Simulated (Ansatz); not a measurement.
Geometry optimisation of Si₄S₄.

```yaml
crystal:
  periodic: [false, false, false]
  atoms:
    - {symbol: Si, position_ang: [-1.019000, 2.528490, -0.291470]}
    - {symbol: Si, position_ang: [1.619890, -1.250650, 0.420870]}
    - {symbol: Si, position_ang: [0.549070, 0.014000, 2.185890]}
    - {symbol: Si, position_ang: [-0.818770, -1.211370, -1.481940]}
    - {symbol: S, position_ang: [-0.065130, 1.909660, 1.529470]}
    - {symbol: S, position_ang: [-0.562510, -1.468250, 0.881200]}
    - {symbol: S, position_ang: [-1.155640, 0.915460, -1.603230]}
    - {symbol: S, position_ang: [1.452100, -1.437350, -1.640800]}
basis:
  gaussian: {orbitals: def2-SVP}
hamiltonian: {xc: pbe, dispersion: d4}
scf: {lower_state_search: "off"}
output: {orbitals: {seedname: orbitals}}
relax: {f_tol: 0.02, max_steps: 100}
```

```sh
$ ansatz run in.yaml --threads 4 --pin off --events-out ev --progress --plain --max-ram 4787MiB
```

Shortened log:

```
Functional definition: PBE
mean field -74797.09000988 eV, -2748.7423585746 hartree, gradient 2.1e-6 eV, S^2 0.000000; 0 other end points of the search recorded, 0 dependent functions left out
relax step   1: F+E_penalty+E_count = -74797.92966433 eV  Δ(F+E_penalty+E_count) = +0.000e0 eV  max|allowed force component| = 1.208e0 eV/Å  Δτ_max = 0.0000 Å  (22 SCF iters, accepted)
mean field -74797.39353882 eV, -2748.7535130573 hartree, gradient 2.3e-6 eV, S^2 0.000000; 0 other end points of the search recorded, 0 dependent functions left out
relax step   2: F+E_penalty+E_count = -74798.21305297 eV  Δ(F+E_penalty+E_count) = -2.834e-1 eV  max|allowed force component| = 4.806e-1 eV/Å  Δτ_max = 0.1255 Å  (28 SCF iters, accepted)
mean field -74797.44340476 eV, -2748.7553455968 hartree, gradient 1.3e-6 eV, S^2 0.000000; 0 other end points of the search recorded, 0 dependent functions left out
relax step   3: F+E_penalty+E_count = -74798.25916885 eV  Δ(F+E_penalty+E_count) = -4.612e-2 eV  max|allowed force component| = 1.617e-1 eV/Å  Δτ_max = 0.0739 Å  (22 SCF iters, accepted)
mean field -74797.44838631 eV, -2748.7555286654 hartree, gradient 2.3e-6 eV, S^2 0.000000; 0 other end points of the search recorded, 0 dependent functions left out
relax step   4: F+E_penalty+E_count = -74798.26538849 eV  Δ(F+E_penalty+E_count) = -6.220e-3 eV  max|allowed force component| = 1.156e-1 eV/Å  Δτ_max = 0.0212 Å  (22 SCF iters, accepted)
mean field -74797.44600320 eV, -2748.7554410878 hartree, gradient 2.5e-6 eV, S^2 0.000000; 0 other end points of the search recorded, 0 dependent functions left out
relax step   5: F+E_penalty+E_count = -74798.26910233 eV  Δ(F+E_penalty+E_count) = -3.714e-3 eV  max|allowed force component| = 2.076e-1 eV/Å  Δτ_max = 0.1721 Å  (28 SCF iters, accepted)
mean field -74797.45573717 eV, -2748.7557988047 hartree, gradient 1.7e-6 eV, S^2 0.000000; 0 other end points of the search recorded, 0 dependent functions left out
relax step   6: F+E_penalty+E_count = -74798.27614183 eV  Δ(F+E_penalty+E_count) = -7.039e-3 eV  max|allowed force component| = 6.350e-2 eV/Å  Δτ_max = 0.0564 Å  (22 SCF iters, accepted)
mean field -74797.45279773 eV, -2748.7556907822 hartree, gradient 1.7e-6 eV, S^2 0.000000; 0 other end points of the search recorded, 0 dependent functions left out
relax step   7: F+E_penalty+E_count = -74798.27690431 eV  Δ(F+E_penalty+E_count) = -7.625e-4 eV  max|allowed force component| = 1.125e-1 eV/Å  Δτ_max = 0.0909 Å  (22 SCF iters, accepted)
mean field -74797.45776908 eV, -2748.7558734760 hartree, gradient 9.7e-7 eV, S^2 0.000000; 0 other end points of the search recorded, 0 dependent functions left out
relax step   8: F+E_penalty+E_count = -74798.28237332 eV  Δ(F+E_penalty+E_count) = -5.469e-3 eV  max|allowed force component| = 5.454e-2 eV/Å  Δτ_max = 0.0406 Å  (22 SCF iters, accepted)
mean field -74797.45687201 eV, -2748.7558405091 hartree, gradient 1.0e-6 eV, S^2 0.000000; 0 other end points of the search recorded, 0 dependent functions left out
relax step   9: F+E_penalty+E_count = -74798.28396982 eV  Δ(F+E_penalty+E_count) = -1.596e-3 eV  max|allowed force component| = 3.987e-2 eV/Å  Δτ_max = 0.0455 Å  (22 SCF iters, accepted)
mean field -74797.45491284 eV, -2748.7557685111 hartree, gradient 9.3e-7 eV, S^2 0.000000; 0 other end points of the search recorded, 0 dependent functions left out
relax step  10: F+E_penalty+E_count = -74798.28378203 eV  Δ(F+E_penalty+E_count) = +1.878e-4 eV  max|allowed force component| = 6.030e-2 eV/Å  Δτ_max = 0.0419 Å  (22 SCF iters, rejected (line search))
mean field -74797.45623537 eV, -2748.7558171132 hartree, gradient 1.7e-6 eV, S^2 0.000000; 0 other end points of the search recorded, 0 dependent functions left out
relax step  11: F+E_penalty+E_count = -74798.28460284 eV  Δ(F+E_penalty+E_count) = -6.330e-4 eV  max|allowed force component| = 8.534e-3 eV/Å  Δτ_max = 0.0199 Å  (22 SCF iters, accepted)
Total energy: -74798.28464017 eV, -2748.7862604279 hartree
Atom 0 at    -1.005585     2.449374    -0.316045 Å, force    -0.001411     0.000206    -0.002087 eV/Å
Atom 1 at     1.476218    -1.159332     0.442944 Å, force     0.008041    -0.003092     0.000263 eV/Å
Atom 2 at     0.518203    -0.051308     2.373922 Å, force    -0.008534     0.000333     0.000458 eV/Å
Atom 3 at    -0.814552    -1.301518    -1.477963 Å, force     0.003406    -0.000045    -0.000590 eV/Å
Atom 4 at     0.242225     1.906594     1.455679 Å, force     0.005574    -0.005511    -0.001416 eV/Å
Atom 5 at    -0.675701    -1.554686     0.921456 Å, force    -0.000284     0.005709     0.001569 eV/Å
Atom 6 at    -1.273400     0.880012    -1.762756 Å, force    -0.004758     0.000512     0.002238 eV/Å
Atom 7 at     1.532603    -1.169146    -1.637248 Å, force    -0.002034     0.001888    -0.000434 eV/Å
Dipole moment:     0.171989    -0.206184     0.219601 e Å
Checks for a lower state left out: stability, starts, cluster_reference, orbital_swaps, neighbouring_geometries, increment
```

It took 9.5 s on 4 threads of Intel Xeon 6975P-C on a shared host.

The restricted singlet is unstable towards broken spin symmetry in Hartree–Fock (as tested in another run); at PBE-D4/def2-SVP this wasn't settled. Another isomer (singlet) lies 1.43 eV lower at PBE0-D4/def2-TZVP; other spin states weren't run for this one.
